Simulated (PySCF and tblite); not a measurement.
The numbers below are computed, except where a source is named.
C₈H₁₁F₃, numbered as in [F:1][C:2]([F:3])([F:4])[C@@H:5]1[CH2:6][CH2:7][C:8]2([CH2:9][CH2:10]2)[CH2:11]1. Free energies: PBE0-D3(BJ)/def2-SVP (IEF-PCM, tetrahydrofuran) on GFN2-xTB structures plus GFN2-xTB thermal terms, symmetry and mirror images included. Conformers within 5 kcal/mol (GFN2-xTB free energy) were kept, 4 at most. GIAO shieldings: KT3/pcSseg-1 (IEF-PCM, tetrahydrofuran). Shifts are against TMS (¹H), TMS (¹³C) at the same level; of two unlike H on one atom, a is the less shielded. Codes: tblite and PySCF.

The 5-ring runs over atoms 5–6–7–8–11.

```
conformer                                                shape  point group  mirror pair  ΔE(DFT)  Δ(G−E) at 100 K  δ H11b (ppm)
        1  5-ring twist (ring torsions 33, -13, -12, 33, -41°)           C1           no     0.00             0.00          1.76
        2   5-ring twist (ring torsions -28, 10, 12, -29, 35°)           C1           no     0.41             0.03          2.27
```

Energies in kcal/mol; the thermal term leaves out symmetry numbers and mirror images.

Task: Work out the weights at 100 K and the ¹H shift of H11b under fast exchange.

Result: RT = 0.199 kcal/mol. Each conformer gets RT ln(σ/g), with σ the rotational symmetry number and g = 2 for a mirror pair: 1: σ = 1, g = 1, G = 0.00 + 0.00 + 0.00 = 0.00, 0.00 above the lowest, exp(−ΔG/RT) = 1.000; 2: σ = 1, g = 1, G = 0.41 + 0.03 + 0.00 = 0.44, 0.44 above the lowest, exp(−ΔG/RT) = 0.108. The sum is 1.108, so the weights are 90.2, 9.8 %. The averaged shift is 1.81 ppm. At 298.15 K it is 1.94 ppm. At 298.15 K the leading conformer alone gives 1.76 ppm and bare DFT energies give 1.93 ppm.


Conformer gaps in def2-SVP on xTB geometries can be 2 kcal/mol too large for S=O, P=O and other polar bonds.